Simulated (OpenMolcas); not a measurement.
# Br³⁺: CASPT2 settings compared

```
Program             : OpenMolcas 26.06
Basis               : ANO-RCC-VDZ [5s4p1d]
Scalar Hamiltonian  : DKH2, point nucleus
Active space        : 4 electrons in 4 orbitals (4s 4p)
State averaging     : 2S+1 = 3 even, 3 roots; 2S+1 = 1 even, 6 roots kept (CI in the orbitals of an earlier block); 2S+1 = 3 odd, 8 roots; 2S+1 = 5 odd, 1 root kept (CI in the orbitals of an earlier block); 2S+1 = 1 odd, 5 roots kept (CI in the orbitals of an earlier block, 0 in the spin-orbit step)
Spin-orbit coupling : state interaction with AMFI integrals over the reference wave functions, term energies averaged over their components
```

Methods on the same reference wave functions:
A. CASSCF
B. SS-CASPT2, IPEA 0.4 Eh, sigma2 regulariser 0.5 Eh (closed shells correlated: 3d)
C. SS-CASPT2, IPEA 0.3 Eh, imaginary shift 0.25 Eh (closed shells correlated: 3s 3p 3d)
D. SS-CASPT2, IPEA 0.4 Eh, imaginary shift 0.3 Eh (closed shells correlated: none)

Energies in cm⁻¹ above 4s² 4p² ³P₀.

| Level | A | B | C | D |
| --- | --- | --- | --- | --- |
| 4s² 4p² ³P₀ | 0.0 | 0.0 | 0.0 | 0.0 |
| 4s² 4p² ³P₁ | 2249 | 2260 | 2260 | 2260 |
| 4s² 4p² ³P₂ | 5037 | 5040 | 5040 | 5040 |
| 4s² 4p² ¹D₂ | 18407 | 18240 | 18230 | 18320 |
| 4s² 4p² ¹S₀ | 32249 | 31770 | 31730 | 31820 |
| 4s 4p³ ⁵S°₂ | 70702 | 70970 | 71030 | 70790 |
| 4s 4p³ ³D°₂ | 118009 | 118030 | 118010 | 118030 |
| 4s 4p³ ³D°₁ | 118230 | 118250 | 118240 | 118250 |
| 4s 4p³ ³D°₃ | 118526 | 118550 | 118540 | 118550 |
| 4s 4p³ ³P°₀ | 132679 | 132540 | 132500 | 132490 |
| 4s 4p³ ³P°₁ | 132975 | 132840 | 132800 | 132790 |
| 4s 4p³ ³P°₂ | 133362 | 133230 | 133190 | 133180 |

Among B to D the level of the table that moves most is 4s 4p³ ⁵S°₂, by 240 cm-1 (lowest in D, highest in C). Moves below CASPT2's spread within the term are not significant.

From A to B the spin-free energies of the other terms of 4s² 4p² shown, above ³P, scale by factors of 0.98 to 0.99.

The lowest spin-free term lies below A's lowest term by 0.004 hartree in B, 0.005 hartree in C, 0.002 hartree in D.

CASPT2 does not keep the components of a term degenerate, so their means are used; among the terms shown or strongly mixed into the levels shown the widest spread is 32 cm-1 (4s 4p³ ³D°, B). Some high roots are left out of the spin-orbit mixing, which shifts the levels that they would mix with. Terms from blocks run as CI alone lack orbitals of their own. Terms of s pⁿ other than that of highest spin mix with s² pⁿ⁻² d, which this space lacks; all of them can be thousands of cm-1 off, and some have no real level of that name. The basis is small and was not contracted for so high a charge. Only configurations of the active space appear.

° marks odd parity.
